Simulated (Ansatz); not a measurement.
`O[Si@@H](Cl)N[Si@@H](O)Cl` + H₂ → `O[SiH2]N[SiH](O)Cl` + HCl  (hydrogenolysis of the Si–Cl bond)

Isolated molecules relaxed with PBE0-D4/def2-TZVP in Ansatz; ΔE leaves out vibrations. CCSD(T)/CBS is the MP2 limit (def2-TZVPP, def2-QZVPP) plus CCSD(T) − MP2 in def2-TZVPP, frozen cores. This one scheme is used for every species. Functionals use def2-TZVPP. One conformer a species, not always the lowest.

`O[Si@@H](Cl)N[Si@@H](O)Cl`:

```xyz
12

O    -1.235   -1.114    1.496
Si   -1.710   -0.363    0.131
Cl   -3.037    1.168    0.472
N    -0.338    0.322   -0.637
Si    1.296   -0.038   -0.318
O     2.157    0.786   -1.431
Cl    1.876    0.589    1.571
H    -0.722   -0.614    2.136
H    -2.419   -1.379   -0.660
H    -0.488    1.144   -1.206
H     1.547   -1.489   -0.317
H     3.073    0.988   -1.236
```

H₂:

Z-matrix (Å, degrees):
```
H
H 1 0.746
```

`O[SiH2]N[SiH](O)Cl`:

Cartesian coordinates in Å:
```
O 0.723 1.111 -1.523
Si -0.661 0.234 -1.537
N -0.703 -0.667 -0.057
Si 0.559 -0.686 1.089
O 1.056 0.835 1.471
Cl -0.177 -1.637 2.757
H 0.960 1.554 -0.702
H -0.586 -0.626 -2.740
H -1.888 1.073 -1.618
H -1.542 -1.175 0.181
H 1.784 -1.370 0.649
H 0.475 1.355 2.031
```

HCl:

```xyz
2

Cl   -0.105    0.584   -0.239
H     0.105   -0.584    0.239
```

CCSD(T)/CBS gives +99.1 kJ/mol.

(1) Another level gave +100.6 kJ/mol. Which?
A. B2PLYP/def2-TZVPP
B. r2SCAN-D4/def2-TZVPP
C. HF/def2-TZVPP
D. PBE-D4/def2-TZVPP

Largest T1 diagnostic among the species: 0.011.

## Answers

(1) D. PBE-D4 100.6, HF/def2-TZVPP 86.3, B2PLYP 95.2, r2SCAN-D4 105.9 kJ/mol.

In def2-TZVPP, CCSD(T) changes the Hartree–Fock value by +7.5 kJ/mol (the triples alone add +3.4 kJ/mol) and MP2 by +17.3 kJ/mol. The D4 term adds +9.6 kJ/mol with B3LYP and +5.4 kJ/mol with PBE0; it sums over pairs of atoms, weighted by their polarisabilities, and B3LYP, whose exchange is more repulsive, gets the larger term.

B3LYP here is the variant with VWN-RPA as its local correlation; programs differ in this.
